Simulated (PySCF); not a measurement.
Compound: C7H6N2.
Geometry (PBE0-D3(BJ)/def2-SVP, Å), atoms numbered from 1 in this order:
```
atom  x, y, z in Å
C1    -2.1712   -1.0080    0.1144
C2    -1.1832   -0.3704   -0.8135
C3     0.0027    0.0580   -0.4754
C4     1.2008    0.4884   -0.1255
C5     1.3744    1.8358    0.3326
N6     1.5467    2.9238    0.6947
C7     2.4341   -0.4000   -0.1799
C8     2.8863   -0.8081    1.1469
N9     3.2352   -1.1347    2.2001
H10   -3.1030   -0.4213    0.1365
H11   -2.4314   -2.0181   -0.2394
H12   -1.7789   -1.0828    1.1369
H13   -1.4790   -0.2451   -1.8649
H14    3.2586    0.1268   -0.6869
H15    2.2062   -1.3013   -0.7672
```

Level: PBE0/def2-SVPD in PySCF, non-relativistic, on one gas-phase PBE0-D3(BJ)/def2-SVP geometry that isn't relaxed in the solvent. The solvent is an IEF-PCM continuum (van der Waals radii × 1.2), and excitations are vertical TDDFT with non-equilibrium linear response and a frozen core. The model holds no explicit solvent molecules, cavitation or dispersion.

Gas-phase singlets (H = HOMO, L = LUMO):

```csv
state,E (eV),λ (nm),f,leading configurations
S1,5.130,242,0.001,H-1→L 96%
S2,5.725,217,0.001,H→L+1 95%
S3,6.132,202,0.297,H→L 86%
S4,6.516,190,0.002,"H-3→L 37%, H-2→L 35%, H-4→L 23%"
S5,6.947,178,0.008,"H-3→L 45%, H-2→L 39%"
```

Problem. Give the list for benzene (ε = 2.271), n² = 2.25.

Solution. 
| state | E (eV) | λ (nm) | f | leading configurations | change by rank (eV) |
| --- | --- | --- | --- | --- | --- |
| S1 | 5.040 | 246 | 0.001 | H-1→L 97% | -0.090 |
| S2 | 5.774 | 215 | 0.004 | H→L+1 95% | +0.049 |
| S3 | 6.039 | 205 | 0.506 | H→L 90% | -0.093 |
| S4 | 6.687 | 185 | 0.006 | H-3→L 45%, H-2→L 25%, H-4→L 23% | +0.171 |
| S5 | 6.867 | 181 | 0.734 | H-1→L+1 92% | -0.080 |

Problem. How does the list change in dichloromethane (ε = 8.93)?

Solution. 
```json
{"state": "S1", "E (eV)": "4.962", "λ (nm)": "250", "f": "0.001", "leading configurations": "H-1→L 92%", "change by rank (eV)": "-0.168"}
{"state": "S2", "E (eV)": "5.802", "λ (nm)": "214", "f": "0.005", "leading configurations": "H→L+1 91%", "change by rank (eV)": "+0.077"}
{"state": "S3", "E (eV)": "6.054", "λ (nm)": "205", "f": "0.457", "leading configurations": "H→L 83%", "change by rank (eV)": "-0.078"}
{"state": "S4", "E (eV)": "6.794", "λ (nm)": "182", "f": "0.725", "leading configurations": "H-1→L+1 83%", "change by rank (eV)": "+0.278"}
{"state": "S5", "E (eV)": "6.834", "λ (nm)": "181", "f": "0.013", "leading configurations": "H-3→L 50%, H-4→L 23%, H-2→L 16%", "change by rank (eV)": "-0.113"}
```

Problem. The ground-state energy changes by -0.449 eV from gas to dichloromethane. By how much does the total energy of gas-phase S1 change?

Solution. E(S1) = E(S0) + excitation energy, so it changes by -0.449 − 0.168 = -0.617 eV: it is lowered more than the ground state, which is what a red shift means. This is the vertical state, with the slow part of the continuum still set for S0.

Problem. How do the frontier levels move from gas to dichloromethane?

Solution. 
| orbital | gas (eV) | solvent (eV) | change (eV) | Löwdin shares, gas | Löwdin shares, solvent |
| --- | --- | --- | --- | --- | --- |
| LUMO+2 | -0.03 | 0.26 | +0.29 | C7 14 %, C8 13 %, C3 11 %, N9 10 % | C8 19 %, N9 16 %, C7 13 %, C5 11 % |
| LUMO+1 | -0.99 | -0.70 | +0.29 | C2 27 %, C3 23 %, C4 9 %, N6 8 % | C2 24 %, C3 18 %, N6 11 %, C5 10 % |
| LUMO | -1.70 | -1.47 | +0.23 | C3 28 %, C4 20 %, N6 13 %, C5 11 % | C3 29 %, C4 18 %, N6 15 %, C5 13 % |
| HOMO | -8.35 | -8.16 | +0.19 | C4 26 %, C3 23 %, N6 21 %, C5 12 % | C4 28 %, C3 24 %, N6 17 %, C5 10 % |
| HOMO-1 | -8.59 | -8.18 | +0.41 | C3 34 %, C2 32 %, C1 9 %, C4 5 % | C3 35 %, C2 31 %, C1 9 %, C4 6 % |
| HOMO-2 | -9.74 | -9.83 | -0.09 | N9 36 %, C8 27 %, N6 12 %, C5 9 % | N9 41 %, C8 29 %, C7 10 %, N6 6 % |
| HOMO-3 | -9.79 | -9.90 | -0.11 | N9 37 %, C8 28 %, N6 12 %, C5 9 % | N9 32 %, C8 23 %, N6 17 %, C5 12 % |

The HOMO–LUMO gap goes from 6.65 to 6.69 eV. Rows go by rank; for LUMO+2 the atom shares or the degeneracy differ between the runs, so the row needn't follow one orbital.
